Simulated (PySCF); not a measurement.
C4H6F2O2.
Numbering: `[F:1][CH2:2][C@@H:3]1[O:4][CH2:5][C@H:6]([F:7])[O:8]1` (hydrogens: H9, H10 on C2; H11 on C3; H12, H13 on C5; H14 on C6)

Structure used (PBE0-D3(BJ)/def2-SVP), in Å, numbered top down from 1:
```
atom  x, y, z in Å
F1     2.7950   -0.3472    0.0334
C2     1.7046    0.4637   -0.1077
C3     0.5946   -0.0184    0.8108
O4     0.0655   -1.2493    0.4197
C5    -1.1426   -1.0233   -0.2650
C6    -1.3610    0.4861   -0.1704
F7    -1.0661    1.0754   -1.3792
O8    -0.4792    0.8967    0.7976
H9     1.9731    1.4972    0.1677
H10    1.3605    0.4500   -1.1545
H11    0.9757   -0.1008    1.8424
H12   -1.0809   -1.3285   -1.3222
H13   -1.9558   -1.5850    0.2230
H14   -2.3764    0.8059    0.1056
```

Linear response at CAM-B3LYP/def2-SVPD (PySCF, frozen core in the response, non-relativistic).

Static isotropic polarisability: 55.02 au (8.15 Å³), principal values 50.3, 52.5, 62.3 au.

What is the polarisability at 1064 nm and at the sodium D line?

55.31 au at 1064 nm (+0.5 %), 55.97 au at 589.3 nm (+1.7 %). The rise at 589.3 nm is 3.31 times that at 1064 nm; a pure ω² law gives 3.26. The lowest singlet lies at 162 nm, shorter than both wavelengths.

What is the isotropic C6 coefficient between two such molecules, C6 = (3/π)∫α(iω)² dω?

1583 au (Eh·bohr⁶) by a ten-point quadrature over imaginary frequencies, which is 946 eV·Å⁶ or 91.3 J·nm⁶/mol.

Which effective excitation energy ω̄ makes London's formula C6 = (3/4)α²ω̄ exact here?

ω̄ = 4·C6/(3α²) = 0.697 Eh = 19.0 eV. A one-pole form α(ω) = α/(1 − ω²/ω̄²) fitted to the 1064 nm value gives 16.3 eV.

What molar refraction at the D line follows from R = (4π/3)·N_A·α′, with α′ the polarisability volume?

α′ = 8.29 Å³ gives R = 20.92 cm³/mol, for isolated, non-vibrating species.

What three-body coefficient follows from the one-pole estimate C9 = (3/4)·α·C6?

65300 au. This is an estimate from the two numbers above, not a computed integral.

How anisotropic is the static polarisability, by Δα² = ½[(α1 − α2)² + (α2 − α3)² + (α3 − α1)²]?

Δα = 11.1 au, or 0.20 of the isotropic value.

How many electrons N does the Slater–Kirkwood formula C6 = (3/4)·√N·α^(3/2) need to give this C6?

N = (4·C6/3)²/α³ = 26.7; the species has 64 electrons in all.

The lowest 6 singlets have (eV, f): 7.67, 0.005; 8.27, 0.017; 8.50, 0.019; 8.68, 0.016; 8.90, 0.006; 9.01, 0.061. What share of the static polarisability do they carry in the sum over states α = Σ f/ω²?

1.21 au, 2.2 % of α; the largest term, 0.55 au, is that of the state at 9.01 eV. Their oscillator strengths add up to 0.12. Higher states carry the rest.

One conformer stands for the species.
